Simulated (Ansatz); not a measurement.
Reaction (hydrogenolysis of the Si–O bond): `O[SiH](O)[O][AlH2]` + H₂ → `O[SiH2][O][AlH2]` + H₂O

Computed with Ansatz on PBE0-D4/def2-TZVP structures; ΔE is electronic, products minus reactants. CCSD(T)/CBS adds triple-zeta CCSD(T) − MP2 to the extrapolated MP2 energy (def2 sets, frozen cores). This one scheme is used for every species. Functionals use def2-TZVPP. B3LYP here is the variant with VWN-RPA as its local correlation; programs differ in this. Each species was taken in one conformer, which may not be the lowest.

`O[SiH](O)[O][AlH2]`:

```xyz
10

O    -0.304   -0.399   -2.131
Si   -0.085    0.597   -0.847
O    -1.534    1.290   -0.556
O     0.478   -0.248    0.413
Al    0.762   -0.732    2.004
H     0.324   -1.113   -2.245
H     0.871    1.683   -1.133
H    -2.306    0.836   -0.897
H     1.593   -2.060    2.203
H     0.200    0.145    3.189
```

H₂:

```xyz
2

H     0.014   -0.330   -0.174
H    -0.014    0.330    0.174
```

`O[SiH2][O][AlH2]`:

```xyz
9

O    -0.036   -1.942   -1.021
Si    0.255   -1.152    0.388
O    -0.029    0.438    0.277
Al   -0.468    2.047    0.049
H     0.577   -1.808   -1.745
H    -0.674   -1.769    1.361
H     1.675   -1.328    0.792
H    -0.252    2.674   -1.385
H    -1.049    2.841    1.283
```

H₂O:

Cartesian coordinates in Å:
```
O 0.059 -0.340 0.180
H 0.309 -0.101 -0.716
H -0.369 0.441 0.536
```

```
         level  ΔE (eV)
       PBE0-D4     0.99
        r2SCAN     1.10
         B3LYP     0.99
CCSD/CBS(def2)     1.01
```

(1) What does CCSD(T)/CBS give? (Best estimate.)

Largest T1 diagnostic among the species: 0.012.

Results:

(1) Computed: +1.04 eV. The listed levels differ from it by -0.05, 0.06, -0.05, -0.03 eV.

In def2-TZVPP, CCSD(T) changes the Hartree–Fock value by +0.05 eV (the triples alone add +0.02 eV) and MP2 by +0.10 eV. The D4 term adds +0.06 eV with B3LYP and +0.03 eV with PBE0; it sums over pairs of atoms, weighted by their polarisabilities, and B3LYP, whose exchange is more repulsive, gets the larger term.
